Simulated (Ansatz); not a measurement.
`CSC1(F)CO1` + `OB(O)Cl` → `COB(O)Cl` + `FC1(S)CO1`  (substitution at a C–S bond)

Program: Ansatz. Geometries: PBE0-D4/def2-TZVP. ΔE: electronic, gas phase. CCSD(T)/CBS adds triple-zeta CCSD(T) − MP2 to the extrapolated MP2 energy (def2 sets, frozen cores). This one scheme is used for every species. DFT in def2-TZVPP. B3LYP here is the variant with VWN-RPA as its local correlation; programs differ in this. One conformer a species, not always the lowest.

`CSC1(F)CO1`:

```xyz
11

C    -1.601   -1.022   -0.590
S     0.001   -0.494   -1.224
C     0.445    0.619    0.076
F    -0.339    1.726    0.125
C     1.806    0.731    0.570
O     0.746    0.123    1.329
H    -1.984   -1.756   -1.299
H    -2.292   -0.183   -0.534
H    -1.488   -1.492    0.387
H     2.574    0.049    0.217
H     2.131    1.698    0.942
```

`OB(O)Cl`:

```xyz
6

O    -1.103   -0.085    0.248
B     0.222    0.121    0.039
O     0.918   -0.650   -0.822
Cl    1.088    1.410    0.888
H    -1.490    0.525    0.880
H     0.365   -1.321   -1.234
```

`COB(O)Cl`:

```xyz
9

C    -0.814   -0.670    0.870
O    -0.447    0.373   -0.013
B     0.736    0.419   -0.663
O     1.023    1.447   -1.494
Cl    1.962   -0.842   -0.468
H    -1.813   -0.444    1.239
H    -0.121   -0.732    1.712
H    -0.827   -1.633    0.354
H     0.301    2.081   -1.536
```

`FC1(S)CO1`:

Cartesian coordinates in Å:
```
F -1.098 -0.255 -1.250
C -0.129 0.027 -0.350
S 1.467 0.254 -1.100
C -0.268 -0.500 0.996
O -0.545 0.870 0.653
H 1.112 1.356 -1.784
H -1.147 -1.098 1.216
H 0.608 -0.653 1.619
```

| level | ΔE (eV) |
| --- | --- |
| B3LYP-D4 | 0.52 |
| ωB97X-V | 0.53 |
| PBE0 | 0.57 |
| HF/def2-TZVPP | 0.47 |
| MP2/def2-TZVPP | 0.61 |
| SCS-MP2/def2-TZVPP | 0.55 |
| CCSD/def2-TZVPP | 0.53 |
| HF/CBS(def2) | 0.46 |

(1) What does CCSD(T)/CBS give? (An estimate is asked.)

Largest T1 diagnostic among the species: 0.012.

## Answers

(1) Computed: +0.59 eV. The listed levels differ from it by -0.07, -0.06, -0.02, -0.12, 0.02, -0.04, -0.06, -0.13 eV.

In def2-TZVPP, CCSD(T) changes the Hartree–Fock value by +0.07 eV (the triples alone add +0.01 eV) and MP2 by +0.14 eV.
